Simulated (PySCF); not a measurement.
C₂H₄FIn, SMILES [InH]([CH]=C)[F]. The structure is a stationary point at B3LYP-D3(BJ)/def2-SVP. The def2 effective core potentials stand for the cores of In; spin–orbit coupling is left out. The values are those of a single conformer.

### Question
Give the equilibrium geometry at B3LYP-D3(BJ)/def2-SVP (PySCF confirms it by a frequency run) as a Z-matrix, and its point group. (Estimate from the structure and the level; the computed values follow.)

### Answer
This is not unique; one that fits is point group Cs.
```
C
C 1 1.3401
H 2 1.0964 1 122.83
H 1 1.0967 2 119.14 3 180.00
H 2 1.0980 3 115.31 1 180.00
In 1 2.1423 4 117.72 2 180.00
F 6 1.9813 1 111.35 4 0.00
H 6 1.7214 7 111.84 1 180.00
```
